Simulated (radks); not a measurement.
Ionisation of the strontium ion Sr+, [Kr] 5s1, to [Kr] as the strength of local exchange is varied. Calculated with a radial shooting solver on a logarithmic mesh with Libxc functionals: Dirac Kohn-Sham, Slater X-alpha exchange (alpha = 2/3 is LDA exchange), no correlation, spin-unpolarised, spherical densities, finite nucleus; Fermi nuclear charge, rms radius 4.224 fm.

alpha  E(Sr+) (hartree)  exchange (hartree)  IE (eV)  -e of the level emptied (eV)  <r> of it (bohr)
0.571       -3158.45384           -83.35112    9.839                 7.223 (5s1/2)             4.041
0.636       -3167.95546           -93.09997   10.169                 7.553 (5s1/2)             3.970
0.667       -3172.49638           -97.76814   10.328                 7.713 (5s1/2)             3.938
0.764       -3186.74417          -112.45302   10.834                 8.224 (5s1/2)             3.839
0.791       -3190.72059          -116.56160   10.977                 8.369 (5s1/2)             3.813
0.939       -3212.59876          -139.24527   11.776                 9.185 (5s1/2)             3.675
1.021       -3224.77977          -151.93157   12.230                 9.652 (5s1/2)             3.604

NIST Atomic Spectra Database: 11.030 eV (measured). The Delta-SCF value meets it near alpha = 0.80. Spin polarisation and multiplet splitting are left out, so open shells lie too high by an amount that depends on their filling.

Beside tabulated values, note that spin-unpolarised runs miss the spin-polarisation part of the exchange energy of open shells.
